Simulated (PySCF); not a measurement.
Compound: C9H11ClSi.
SMILES: `[SiH3]CC1[C@H]2C(=C[C@]2(C=1)C=C)Cl`

Torsions of this conformer, `[CH2:1]=[CH:2][C@@:3]12[CH:4]=[C:5]([Cl:6])[C@@H:7]1[C:8]([CH2:9][SiH3:10])=[CH:11]2`: C1–C2–C3–C4 9°, C7–C8–C9–Si10 -64°.

The closed-shell ground state was solved at several levels (PySCF, density fitting, gas phase, non-relativistic). The structure is a single PBE0-D3(BJ)/def2-SVP conformer in the gas phase; no vibrational or solvent corrections.

```tsv
level	basis functions	total energy (Eh)	HOMO (eV)	LUMO (eV)	gap (eV)	dipole (D)
B97-2/pcSseg-1	256	-1098.9834	-6.57	-0.73	5.84	1.71
PBE0/pcSseg-1	256	-1098.3666	-6.81	-0.70	6.11	1.71
```

(1) What might CAM-B3LYP/def2-SVPD (319 basis functions) give for the same quantities?

(2) Over all these levels, which gives the widest orbital gap and which the narrowest?

(3) How far do the dipole and the HOMO energy spread over the levels?

Answers

(1) Total energy -1098.4771 Eh, HOMO -8.08 eV, LUMO 0.36 eV, gap 8.44 eV, dipole 1.75 D.

(2) CAM-B3LYP/def2-SVPD (range-separated hybrid) has the widest, 8.44 eV, and B97-2/pcSseg-1 (global hybrid, 21 % exact exchange) the narrowest, 5.84 eV. Functional and basis both differ between the two, so the spread mixes both effects.

(3) The dipole runs from 1.71 to 1.75 D (mean 1.73 D) and the HOMO from -8.08 to -6.57 eV.
